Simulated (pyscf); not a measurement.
Optimised with ωB97X-D3(BJ)/def2-SVP in PySCF.

Problem. How much does it cost (ΔH, 298 K, ωB97M-D3(BJ)/def2-TZVP) to split H₂As–SiH₂–InH₂ (SMILES [AsH2][SiH2][InH2]) at its In–Si bond into •H₂Si–AsH₂ + InH₂•?

Solution. In–Si to •H₂Si–AsH₂ + InH₂•: 253.3 kJ/mol. The 7 functionals that were run give +232.7 (M06-2X) to +285.3 kJ/mol (ωB97X-D3(BJ)). The radicals are drawn with the spin at the cut bond; how far it spreads was not checked. H₂As–SiH₂–InH₂ lies 40.2 kJ/mol over its isomer H₃Si–InH–AsH₂, and others may lie lower still (electronic energy, ωB97M-D3(BJ)). •H₂Si–AsH₂ lies 68.9 kJ/mol over its isomer H₃Si–AsH•, and others may lie lower still (electronic energy, ωB97M-D3(BJ)). Elements up to Kr have no core potential and no relativistic terms here. Elements past Kr carry the def2 core potentials, without spin-orbit coupling.
